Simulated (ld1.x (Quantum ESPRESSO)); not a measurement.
What one change does to a pseudopotential (N, PAW)

```json
{"Element": "N", "Generator": "ld1.x (Quantum ESPRESSO) 7.5", "Type": "PAW", "Functional": "LDA (PZ)", "Relativity": "non-relativistic", "Frozen core": "[He]", "Valence charge": "5", "Reference configuration": "2s2 2p3", "Partial waves": "2s (bound): rcut 0.70, rcutus 0.85 bohr; 2s channel at -1.05 Ry: rcut 0.70, rcutus 0.85 bohr; 2p (bound): rcut 1.10, rcutus 1.35 bohr; 2p channel at 0.65 Ry: rcut 1.10, rcutus 1.35 bohr", "Local potential": "all-electron potential smoothed inside 0.90 bohr (lloc = -1)", "Core correction": "Bessel-smoothed model core inside 0.65 bohr", "Augmentation charge": "PSQ, inside the norm-conserving radii"}
```

Change: all radii but the core radius scaled by about 0.89 (s 0.76, p 1.20 bohr, rcut 0.62/0.98); local potential all-electron potential smoothed inside 0.80 bohr (lloc = -1).

Cutoffs: the cutoffs (Ry, on a coarse ladder) from which the occupation-weighted sum of valence levels, in a spherical-Bessel basis at the reference potential, stays within 10 and 1 mRy of its value at 400 Ry; they do not see the model core or the augmentation charge, which bear on the density cutoff. Errors are all-electron minus pseudo energies relative to the spin-unpolarised reference configuration.

Q: Predict the effect on cutoff, ghosts and configuration errors.

A: The potential gets harder (45 Ry and 70 Ry → 55 Ry and 90 Ry); of the 9 tests that both files solve, the error grows in 7 and shrinks in 0 by more than 15 % and 0.3 meV (median size 1.0 → 2.1 meV); neither file shows a bound ghost. A smaller radius makes the pseudo-wave follow the all-electron one further in, where it bends more sharply, so more plane waves are needed. That the errors move this way runs against the usual rule that smaller radii transfer better.

| quantity | base | changed |
| --- | --- | --- |
| cutoff, loose | 45 Ry | 55 Ry |
| cutoff, tight | 70 Ry | 90 Ry |
| loose cutoff by channel (10 mRy a level) | s 35 Ry, p 35 Ry | s 45 Ry, p 40 Ry |
| bound ghosts | none | none |
| error for 2s2 2p2, meV [ΔE 13.74 eV] | +0.2 | -0.1 |
| error for 2s2 2p1, meV [ΔE 42.71 eV] | -1.9 | -2.6 |
| error for 2s2 2p0, meV [ΔE 89.88 eV] | -3.0 | -10 |
| error for 2s1 2p4, meV [ΔE 11.17 eV] | 0.0 | -0.4 |
| error for 2s0 2p5, meV [ΔE 22.39 eV] | -0.2 | -1.7 |
| error for 2s1 2p0, meV [ΔE 167.30 eV] | -35 | -41 |
| error for 2s2 2p3.3, meV [ΔE -1.67 eV] | 0.0 | 0.0 |
| error for 2s2 2p3 (spin-polarised), meV [ΔE -2.89 eV] | -2.4 | -2.9 |
| error for 2s2 2p2 (spin-polarised), meV [ΔE 12.05 eV] | -1.0 | -2.1 |
| lowest overlap eigenvalue by channel | s 0.57, p 0.93 | s 0.64, p 0.95 |
